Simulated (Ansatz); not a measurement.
Consider the ligand exchange at the Si–Se bond: `N[SiH2][SiH2][SeH]` + CH₃OH → `CO[SiH2][SiH2]N` + H₂Se.

Program: Ansatz. Geometries: PBE0-D4/def2-TZVP. ΔE: electronic, gas phase. CCSD(T)/CBS adds triple-zeta CCSD(T) − MP2 to the extrapolated MP2 energy (def2 sets, frozen cores). This one scheme is used for every species. For Se outer-core shells are correlated without core-valence functions, which leaves a few kJ/mol of doubt a bond. Scalar relativity is left out up to krypton. Each species was taken in one conformer, which may not be the lowest.

```json
{"species": "`N[SiH2][SiH2][SeH]`", "CCSD(T)/CBS(def2) energy (Eh)": "-3037.82423"}
{"species": "CH₃OH", "CCSD(T)/CBS(def2) energy (Eh)": "-115.61712"}
{"species": "`CO[SiH2][SiH2]N`", "CCSD(T)/CBS(def2) energy (Eh)": "-751.54756"}
{"species": "H₂Se", "CCSD(T)/CBS(def2) energy (Eh)": "-2401.89790"}
```

Problem. Work out ΔE.

Solution. ΔE = (-751.54756) + (-2401.89790) − (-3037.82423) − (-115.61712) = -0.00411 Eh = -2.6 kcal/mol.

Largest T1 diagnostic among the species: 0.011.

In def2-TZVPP, CCSD(T) changes the Hartree–Fock value by +2.3 kcal/mol (the triples alone add +0.4 kcal/mol) and MP2 by +3.3 kcal/mol.
